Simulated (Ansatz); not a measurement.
`CB(N)CCl`, charge 0, multiplicity 1.

Problem. Give a relaxed structure at PBE0-D4/def2-TZVP (Ansatz 0.2.0). (An estimate is asked.)

Solution. The calculation gave: 
Z-matrix (Å, degrees):
```
C
B 1 1.570
H 1 1.096 2 110.1
H 1 1.094 2 110.7 3 116.9
H 1 1.093 2 113.9 3 -121.0
N 2 1.393 1 121.5 3 114.1
C 2 1.590 1 120.6 3 -65.2
H 6 1.006 2 122.9 1 1.9
H 6 1.006 2 123.5 1 179.7
Cl 7 1.798 2 108.3 1 -69.5
H 7 1.091 2 114.4 1 172.2
H 7 1.091 2 112.9 1 47.7
```
This is one stationary point; other conformers may exist.
